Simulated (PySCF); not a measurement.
**Nuclear quadrupole coupling in `CC#CCC[BH2-][N+](C)(C)C`**

Compound: C₈H₁₈BN.
Structure used (PBE0-D3(BJ)/def2-SVP), in Å, numbered top down from 1:
```xyz
28
C8H18BN angstrom
C      5.7603    0.0481    0.8803
C      4.4408   -0.0183    0.2696
C      3.3455   -0.0787   -0.2496
C      2.0117   -0.1423   -0.8406
C      0.8742    0.2270    0.1209
B     -0.5416    0.1345   -0.6510
N     -1.8266    0.4442    0.3468
C     -3.0507    0.3758   -0.4677
C     -1.7055    1.7883    0.9346
C     -1.8992   -0.5641    1.4167
H      6.4140    0.7590    0.3501
H      5.7014    0.3744    1.9311
H      6.2597   -0.9339    0.8670
H      1.8412   -1.1591   -1.2352
H      1.9751    0.5208   -1.7226
H      1.0854    1.2384    0.5134
H      0.9414   -0.4535    0.9900
H     -0.7720   -0.9961   -1.0813
H     -0.6509    0.9792   -1.5402
H     -3.9403    0.5594    0.1566
H     -3.1122   -0.6171   -0.9290
H     -2.9883    1.1259   -1.2649
H     -1.6036    2.5197    0.1234
H     -0.8075    1.8321    1.5616
H     -2.5924    2.0242    1.5444
H     -2.7735   -0.3796    2.0615
H     -0.9840   -0.5223    2.0185
H     -1.9737   -1.5585    0.9601
```

Field gradients from the PBE0/pcSseg-1 density (PySCF, non-relativistic), principal values in atomic units, ordered |Vxx| ≤ |Vyy| ≤ |Vzz|:

```
atom      Vxx      Vyy      Vzz
  B6  -0.1151  -0.1313   0.2464
  N7   0.2987   0.3121  -0.6108
```

Find the asymmetry η = (Vxx − Vyy)/Vzz and the couplings χ = eQV/h (234.96 MHz × Q in barn × V in au), with Q(11B) = 0.04059 b, Q(14N) = 0.02044 b.

```csv
atom,environment,nucleus,η,χzz (MHz),χxx (MHz),χyy (MHz)
B6,four-coordinate boron,11B,0.07,2.350,-1.098,-1.252
N7,nitrogen bonded to B and 3 C,14N,0.02,-2.933,1.434,1.499
```

The gradient is axial or nearly so (η below 0.05) at N7. 

What is Vzz at B6 in SI units (1 au = 9.71736 × 10²¹ V/m²)?

0.2464 au = 2.395 × 10²¹ V/m².

Were the hydrogens deuterons (Q(2H) = 0.00286 b), χzz would run from 125 kHz (H18 and H19) to 195 kHz (H16, H17, H12, H11 and 6 more).

The structure is a single PBE0-D3(BJ)/def2-SVP conformer in the gas phase; no vibrational or solvent corrections. The basis is small and wasn't made for field gradients, so the couplings can be 20 % off.
